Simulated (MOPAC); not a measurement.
A run for MOPAC: AM1 on GaH5N2O (SMILES [NH2][Ga]([NH2])[OH]), a point of a torsion scan.

```
AM1 1SCF PRECISE CHARGE=0 THREADS=1
GaH5N2O

N      1.16280337 1    -1.19578173 1     0.29324973 1
Ga     0.76710792 1     0.23000498 1    -0.83831991 1
N      0.92390197 1     1.97732946 1    -0.31915974 1
O      0.09132101 1     0.07197069 1    -2.43673261 1
H      2.10396479 1    -1.56602791 1     0.19888885 1
H      0.53533106 1    -1.98856879 1     0.17255098 1
H      1.59435370 1     2.19559291 1     0.40849258 1
H      1.01235809 1     2.65022271 1    -1.07285411 1
H     -0.18837677 1    -0.70186922 1    -2.91898596 1
```

The log:

```
*******************************************************************************
 **                                                                           **
 **                              MOPAC v23.2.5                                **
 **                                                                           **
 *******************************************************************************
 ** MOPAC's Digital Object Identifier: https://doi.org/10.5281/zenodo.6511958 **
 **                                                                           **
 ** Please cite the open-source release paper for use of this MOPAC version:  **
 ** J. E. Moussa and J. J. P. Stewart (2026)                                  **
 ** MOPAC: An open-source semiempirical molecular orbital program             **
 ** J. Open Source Softw., 11(119), 8025, https://doi.org/10.21105/joss.08025 **
 *******************************************************************************

                              AM1 CALCULATION RESULTS

 *******************************************************************************
 *  AM1        - The AM1 Hamiltonian to be used
 *
 *
 *
 *                 CHARGE ON SYSTEM = 0
 *
 *
 *
 *  PRECISE    - TIGHTER CRITERIA TO BE USED
 *  1SCF       - DO 1 SCF AND THEN STOP
 *  THREADS=1  - MULTI-THREADING NOT USED
 *  T=         - A TIME OF 172800.0 SECONDS REQUESTED
 *  DUMP=N     - RESTART FILE WRITTEN EVERY 7200.0 SECONDS REQUESTED
 *******************************************************************************
AM1 1SCF PRECISE CHARGE=0 THREADS=1
 GaH5N2O

   ATOM   CHEMICAL          X               Y               Z
  NUMBER   SYMBOL      (ANGSTROMS)     (ANGSTROMS)     (ANGSTROMS)

     1       N          1.16280337  *  -1.19578173  *   0.29324973  *
     2      Ga          0.76710792  *   0.23000498  *  -0.83831991  *
     3       N          0.92390197  *   1.97732946  *  -0.31915974  *
     4       O          0.09132101  *   0.07197069  *  -2.43673261  *
     5       H          2.10396479  *  -1.56602791  *   0.19888885  *
     6       H          0.53533106  *  -1.98856879  *   0.17255098  *
     7       H          1.59435370  *   2.19559291  *   0.40849258  *
     8       H          1.01235809  *   2.65022271  *  -1.07285411  *
     9       H         -0.18837677  *  -0.70186922  *  -2.91898596  *



          CARTESIAN COORDINATES

    NO.       ATOM           X           Y           Z

     1         N          1.1628     -1.1958      0.2932
     2        Ga          0.7671      0.2300     -0.8383
     3         N          0.9239      1.9773     -0.3192
     4         O          0.0913      0.0720     -2.4367
     5         H          2.1040     -1.5660      0.1989
     6         H          0.5353     -1.9886      0.1726
     7         H          1.5944      2.1956      0.4085
     8         H          1.0124      2.6502     -1.0729
     9         H         -0.1884     -0.7019     -2.9190

  H: (AM1): M.J.S. DEWAR ET AL, J. AM. CHEM. SOC. 107 3902-3909 (1985)
  N: (AM1): M.J.S. DEWAR ET AL, J. AM. CHEM. SOC. 107 3902-3909 (1985)
  O: (AM1): M.J.S. DEWAR ET AL, J. AM. CHEM. SOC. 107 3902-3909 (1985)
 Ga: (AM1): J. J. P. STEWART, J. MOL. MOD., 10, 155-164 (2004)

           Empirical Formula: H5 N2 O Ga  =     9 atoms



      MOLECULAR POINT GROUP   :   C1


      RHF CALCULATION, NO. OF DOUBLY OCCUPIED LEVELS = 12


 -------------------------------------------------------------------------------
 AM1 1SCF PRECISE CHARGE=0 THREADS=1
 GaH5N2O



     1SCF WAS SPECIFIED, SO BFGS WAS NOT USED
     SCF FIELD WAS ACHIEVED


                              AM1 CALCULATION
                                                       MOPAC v23.2.5 Linux




          FINAL HEAT OF FORMATION =         11.38253 KCAL/MOL =      47.62451 KJ/MOL


          COSMO AREA              =        110.05 SQUARE ANGSTROMS
          COSMO VOLUME            =         91.07 CUBIC ANGSTROMS

          IONIZATION POTENTIAL    =          9.600200 EV
          HOMO LUMO ENERGIES (EV) =         -9.600 -1.568
          NO. OF FILLED LEVELS    =         12
          MOLECULAR WEIGHT        =        118.7873         POINT GROUP:  C1

          MOLECULAR DIMENSIONS (Angstroms)

            Atom       Atom       Distance
            H     8    H     6     4.82669
            H     9    H     7     4.26918
            H     5    N     3     1.57218


          SCF CALCULATIONS        =          1





   ATOM   CHEMICAL          X               Y               Z
  NUMBER   SYMBOL      (ANGSTROMS)     (ANGSTROMS)     (ANGSTROMS)

     1       N          1.16280337  *  -1.19578173  *   0.29324973  *
     2      Ga          0.76710792  *   0.23000498  *  -0.83831991  *
     3       N          0.92390197  *   1.97732946  *  -0.31915974  *
     4       O          0.09132101  *   0.07197069  *  -2.43673261  *
     5       H          2.10396479  *  -1.56602791  *   0.19888885  *
     6       H          0.53533106  *  -1.98856879  *   0.17255098  *
     7       H          1.59435370  *   2.19559291  *   0.40849258  *
     8       H          1.01235809  *   2.65022271  *  -1.07285411  *
     9       H         -0.18837677  *  -0.70186922  *  -2.91898596  *

                             CARTESIAN COORDINATES

   1    N        1.162803370    -1.195781730     0.293249730
   2   Ga        0.767107920     0.230004980    -0.838319910
   3    N        0.923901970     1.977329460    -0.319159740
   4    O        0.091321010     0.071970690    -2.436732610
   5    H        2.103964790    -1.566027910     0.198888850
   6    H        0.535331060    -1.988568790     0.172550980
   7    H        1.594353700     2.195592910     0.408492580
   8    H        1.012358090     2.650222710    -1.072854110
   9    H       -0.188376770    -0.701869220    -2.918985960


           Empirical Formula: H5 N2 O Ga  =     9 atoms



      MOLECULAR POINT GROUP   :   C1


                  EIGENVALUES
 -35.15084 -32.62925 -30.63505 -17.23284 -16.10472 -15.94875 -14.06760 -12.88629
 -12.47568 -12.21884 -10.12673  -9.60020  -1.56822   0.13230   0.29853   0.59752
   4.64198   5.25762   5.68565   6.11547   6.30754


              NET ATOMIC CHARGES AND DIPOLE CONTRIBUTIONS

  ATOM NO.   TYPE          CHARGE      No. of ELECS.   s-Pop       p-Pop
    1          N          -0.565596        5.5656     1.59013     3.97546
    2         Ga           0.742321        2.2577     0.29909     1.95859
    3          N          -0.455000        5.4550     1.58847     3.86653
    4          O          -0.574396        6.5744     1.83029     4.74410
    5          H           0.144422        0.8556     0.85558
    6          H           0.143360        0.8566     0.85664
    7          H           0.165939        0.8341     0.83406
    8          H           0.172522        0.8275     0.82748
    9          H           0.226428        0.7736     0.77357
 DIPOLE           X         Y         Z       TOTAL
 POINT-CHG.     1.038     0.276     0.153     1.085
 HYBRID         0.625    -0.735    -0.719     1.203
 SUM            1.663    -0.459    -0.565     1.816


          ATOMIC ORBITAL ELECTRON POPULATIONS

     Atom    s        px        py        pz
    1  N   1.59013   1.07135   1.23108   1.67302
    2 Ga   0.29909   0.75858   0.68320   0.51681
    3  N   1.58847   1.38371   1.31764   1.16518
    4  O   1.83029   1.69710   1.45837   1.58863
    5  H   0.85558
    6  H   0.85664
    7  H   0.83406
    8  H   0.82748
    9  H   0.77357

 **********************
 *                    *
 * JOB ENDED NORMALLY *
 *                    *
 **********************




 == MOPAC DONE ==
```

The run finished.

Cost: roughly 0.03 core-seconds.
